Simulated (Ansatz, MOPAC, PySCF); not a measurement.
System: C4H9O, charge 0, multiplicity 2. SMILES: CO[C](C)C
Geometry: optimised at B3LYP-D3(BJ)/def2-TZVP (Ansatz, a program for electronic structure).

Quantity: enthalpy of formation at 298 K, in kcal/mol. Conventions: six Cartesian d functions in 6-31G* and its kin unless marked 5d; valence correlation only; no dispersion term unless named; LANL2DZ all-electron up to Ne; non-relativistic; no spin-orbit coupling; UHF or UKS for open shells. CBS marks a two-point X^-3 extrapolation of the correlation energy; Hartree-Fock from the larger set. First-principles rows: single points at B3LYP-D3(BJ) geometries (Ansatz), with unscaled harmonic terms from B3LYP/6-31G* (Ansatz) at its own minima, enthalpies of formation by atomisation with measured atoms. Semi-empirical rows: MOPAC heats of formation at their own minima for 298 K.

Coupled cluster (Ansatz) is a level with limits of its own, used here on species with T1 under 0.025 (0.045 for open shells) and stable references: CCSD(T)/CBS(cc-pVTZ,cc-pVQZ).

Value to compare with, CCSD(T)/CBS(cc-pVTZ,cc-pVQZ) (Ansatz): -13.9 kcal/mol.

```json
[
 {"level": "MNDO", "program": "MOPAC", "enthalpy of formation at 298 K (kcal/mol)": "-44.7", "difference": "-30.8"},
 {"level": "HF/LANL2DZ", "program": "Ansatz", "enthalpy of formation at 298 K (kcal/mol)": "377.1", "difference": "391.0"},
 {"level": "HF/6-31G*", "program": "Ansatz", "enthalpy of formation at 298 K (kcal/mol)": "317.5", "difference": "331.4"},
 {"level": "B3LYP/6-31G", "program": "Ansatz", "enthalpy of formation at 298 K (kcal/mol)": "19.1", "difference": "33.0"},
 {"level": "B3LYP/6-31G*", "program": "Ansatz", "enthalpy of formation at 298 K (kcal/mol)": "-14.8", "difference": "-0.9"},
 {"level": "B3LYP/def2-SVP", "program": "Ansatz", "enthalpy of formation at 298 K (kcal/mol)": "-20.6", "difference": "-6.7"},
 {"level": "M06-2X/6-31G* (5d)", "program": "PySCF", "enthalpy of formation at 298 K (kcal/mol)": "-21.1", "difference": "-7.2"},
 {"level": "PBE/def2-TZVPD", "program": "Ansatz", "enthalpy of formation at 298 K (kcal/mol)": "-40.5", "difference": "-26.6"},
 {"level": "r2SCAN-D4/def2-TZVPD", "program": "Ansatz + dftd4", "enthalpy of formation at 298 K (kcal/mol)": "-22.8", "difference": "-8.9"},
 {"level": "PBE0/def2-TZVPD", "program": "Ansatz", "enthalpy of formation at 298 K (kcal/mol)": "-20.8", "difference": "-6.9"}
]
```

Among the 7 habitual levels, HF/LANL2DZ lies farthest from CCSD(T)/CBS(cc-pVTZ,cc-pVQZ) (Ansatz) (391.0 kcal/mol) and B3LYP/6-31G* nearest (-0.9); 3 of 7 lie above it, and their mean absolute difference is 114.4 kcal/mol, the median 30.8. One case shows no general order.

The levels are drawn from those run, B3LYP/6-31G* more often than the rest, none by its result; left out are runs that failed, that the program found above a lower state of the same kind, or whose <S^2> lies over 0.5 above the pure value.
